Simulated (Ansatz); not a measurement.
Consider the substitution at a C–S bond: `[SiH3]CSSS` + HI → `[SiH3]CI` + `SSS`.

Computed with Ansatz on PBE0-D4/def2-TZVP structures; ΔE is electronic, products minus reactants. CCSD(T)/CBS adds triple-zeta CCSD(T) − MP2 to the extrapolated MP2 energy (def2 sets, frozen cores). Functionals use def2-TZVPP. B3LYP here is the variant with VWN-RPA as its local correlation; programs differ in this. Elements past krypton have def2 core potentials. For I outer-core shells are correlated without core-valence functions, which leaves a few kJ/mol of doubt a bond. One conformer a species, not always the lowest.

`[SiH3]CSSS`:

Cartesian coordinates in Å:
```
Si -1.164 1.222 -0.291
C 0.309 0.623 0.718
S 0.024 -0.966 1.542
S -0.086 -2.297 0.017
S 1.841 -2.780 -0.515
H -2.321 1.411 0.620
H -0.824 2.520 -0.934
H -1.513 0.238 -1.345
H 1.233 0.565 0.138
H 0.495 1.326 1.538
H 2.004 -1.861 -1.485
```

HI:

Z-matrix (Å, degrees):
```
I
H 1 1.610
```

`[SiH3]CI`:

Cartesian coordinates in Å:
```
Si 0.631 0.682 -0.235
C -0.744 -0.568 0.028
I -0.280 -1.813 1.707
H 0.767 1.532 0.973
H 0.291 1.539 -1.405
H 1.905 -0.029 -0.501
H -0.869 -1.241 -0.820
H -1.701 -0.101 0.254
```

`SSS`:

Cartesian coordinates in Å:
```
S -0.391 -0.178 1.693
S 0.999 0.451 0.331
S 0.871 -0.772 -1.304
H -1.427 0.576 1.276
H -0.052 -0.077 -1.997
```

| level | ΔE (kJ/mol) |
| --- | --- |
| B3LYP-D4 | 9.6 |
| ωB97M-V | 8.3 |
| PBE | 6.4 |
| PBE0 | 6.0 |
| HF/def2-TZVPP | -2.7 |
| SCS-MP2/def2-TZVPP | 3.2 |
| HF/CBS(def2) | -3.9 |
| MP2/CBS(def2) | 3.0 |

Q: What does CCSD(T)/CBS give? (Best estimate.)

A: Ansatz gave: +2.6 kJ/mol. The listed levels differ from it by 7.0, 5.7, 3.8, 3.4, -5.3, 0.6, -6.5, 0.4 kJ/mol.

Largest T1 diagnostic among the species: 0.014.

In def2-TZVPP, CCSD(T) changes the Hartree–Fock value by +8.9 kJ/mol (the triples alone add +1.9 kJ/mol) and MP2 by +9.3 kJ/mol. The D4 term adds +8.3 kJ/mol with B3LYP and +5.1 kJ/mol with PBE0; it sums over pairs of atoms, weighted by their polarisabilities, and B3LYP, whose exchange is more repulsive, gets the larger term.
